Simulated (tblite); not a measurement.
C3H10O2Si2.
Numbering: `[SiH3:1][O:2][CH2:3][SiH:4]1[CH2:5][O:6][CH2:7]1` (hydrogens: H8, H9, H10 on Si1; H11, H12 on C3; H13 on Si4; H14, H15 on C5; H16, H17 on C7)

Cartesian coordinates in Å at the GFN2-xTB level; atoms count from 1:
```
atom  x, y, z in Å
Si1    3.2115   -0.6963    0.3921
O2     1.6371   -0.4211    0.6746
C3     0.8335    0.6337    0.1933
Si4   -0.9256    0.1678    0.7527
C5    -2.4390    1.1651    0.1095
O6    -3.0087    0.0074   -0.5156
C7    -1.9847   -0.9869   -0.3611
H8     4.0362    0.4147    0.8784
H9     3.3638   -1.9241    1.1525
H10    3.4626   -0.8458   -1.0448
H11    1.1760    1.5782    0.6272
H12    0.9406    0.7206   -0.8922
H13   -0.9362   -0.1604    2.1807
H14   -2.2569    1.9435   -0.6382
H15   -3.1331    1.5631    0.8516
H16   -2.4080   -1.8845    0.0949
H17   -1.5760   -1.2628   -1.3393
```

Computed with GFN2-xTB (tblite): harmonic, unscaled wavenumbers at the GFN2-xTB geometry, gas phase. Errors from tens to a few hundred cm⁻¹ against measured bands are possible. Modes of hydrogen on silicon can be 10 to 20 % off. One conformer, not necessarily the lowest.

Harmonic wavenumbers (cm⁻¹): 25.6, 46.8, 61.0, 91.6, 148.9, 184.0, 195.8, 214.8, 497.3, 527.6, 591.6, 618.3, 625.1, 680.8, 705.3, 728.6, 741.5, 754.4, 781.9, 786.8, 807.4, 836.3, 845.1, 970.8, 1030.4, 1121.1, 1130.4, 1140.3, 1192.5, 1213.0, 1218.6, 1277.1, 1464.4, 1467.6, 1471.9, 2214.2, 2244.9, 2247.2, 2360.0, 2892.9, 2900.8, 2902.1, 2923.3, 2941.2, 2950.8.

A = 5924, B = 684.5, C = 654.0 MHz; mass 134.022 u (most abundant isotopes); point group C1, symmetry number 1.

Q: Zero-point energy?

A: Half the sum of the wavenumbers: 26386 cm⁻¹ = 315.65 kJ/mol.

Q: Give the ideal-gas entropy at 298.15 K and 1 bar in the rigid-rotor, harmonic-oscillator model (classical rotation).

A: Translation 169.94, rotation 122.11, vibration 141.39: S = 433.4 J/(mol K).

Q: And Cp and H(298.15 K) − H(0)?

A: Cp = 160.63 J/(mol K), of which vibrations give 127.38 (their classical limit is 45 R = 374.2); H(298.15 K) − H(0) = 29.97 kJ/mol without the zero-point energy, 20.06 from vibrations.

Q: What must be added to the electronic energy to get the Gibbs energy at 298.15 K and 1 bar?

A: ZPE + [H(298.15 K) − H(0)] − T·S = 315.65 + 29.97 − 129.23 = 216.39 kJ/mol.

Q: How do the functions run with temperature in this model?

A: 
```json
{"T (K)": "150", "S (J/(mol K))": "347.0", "Cp (J/(mol K))": "99.9", "H − H(0) (kJ/mol)": "10.81", "G − H(0) (kJ/mol)": "-41.24", "ln q(vib)": "4.69"}
{"T (K)": "250", "S (J/(mol K))": "407.0", "Cp (J/(mol K))": "140.1", "H − H(0) (kJ/mol)": "22.73", "G − H(0) (kJ/mol)": "-79.02", "ln q(vib)": "7.59"}
{"T (K)": "400", "S (J/(mol K))": "486.3", "Cp (J/(mol K))": "199.7", "H − H(0) (kJ/mol)": "48.39", "G − H(0) (kJ/mol)": "-146.13", "ln q(vib)": "11.64"}
{"T (K)": "600", "S (J/(mol K))": "578.7", "Cp (J/(mol K))": "255.7", "H − H(0) (kJ/mol)": "94.33", "G − H(0) (kJ/mol)": "-252.87", "ln q(vib)": "16.77"}
{"T (K)": "900", "S (J/(mol K))": "693.1", "Cp (J/(mol K))": "307.5", "H − H(0) (kJ/mol)": "179.50", "G − H(0) (kJ/mol)": "-444.26", "ln q(vib)": "23.82"}
```

q(vib) and H(0) count from the zero-point level.

Q: Blend soft modes into free rotors: weight 1/[1 + (100 cm⁻¹/ν̃)⁴] for the oscillator and the rest for a rotor with moment μB/(μ + B), μ = h/(8π²ν), B = 10⁻⁴⁴ kg m². What vibrational entropy results?

A: 122.20 J/(mol K) in place of 141.39, which changes −T·S at 298.15 K by +5.72 kJ/mol.

Q: Which modes carry the vibrational entropy at 298.15 K?

A: 25.6 cm⁻¹: 25.71; 46.8 cm⁻¹: 20.70; 61.0 cm⁻¹: 18.51; 91.6 cm⁻¹: 15.17; 148.9 cm⁻¹: 11.24; 184.0 cm⁻¹: 9.57 J/(mol K); the other 39 give 40.49 together.

Hindered rotation and anharmonicity are outside this model. Other conformers, if any are populated, would add a mixing term that is left out. The structure is chiral; the term R ln 2 for an equal mix with its mirror image is left out.

On one thread, Intel Xeon at 2.50 GHz (x86_64) (shared host), this took 2.0 s of wall time. The figure is for the frequency step alone.
